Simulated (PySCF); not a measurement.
B(H)(Cl)(vinyl) (C2H4BCl), SMILES C=CBCl. Geometry: B3LYP-D3(BJ)/def2-SVP. Other conformers were not sampled.

Problem. Give the equilibrium geometry at B3LYP-D3(BJ)/def2-SVP (PySCF confirms it by a frequency run) as bond lengths and angles, and its point group. (The exact figures need the calculation; the answer reports its results.)

Solution. One answer among several that fit: point group Cs.
Atoms: B1 H2 Cl3 C4 C5 H6 H7 H8. Bonds (Å): B1–H2 1.204, B1–Cl3 1.762, B1–C4 1.538, C4–C5 1.347, C4–H6 1.097, C5–H7 1.096, C5–H8 1.096. Bond angles (°): H2–B1–Cl3 117.1, H2–B1–C4 121.8, Cl3–B1–C4 121.0, B1–C4–C5 120.5, B1–C4–H6 120.8, C5–C4–H6 118.7, C4–C5–H7 122.7, C4–C5–H8 121.0, H7–C5–H8 116.3.
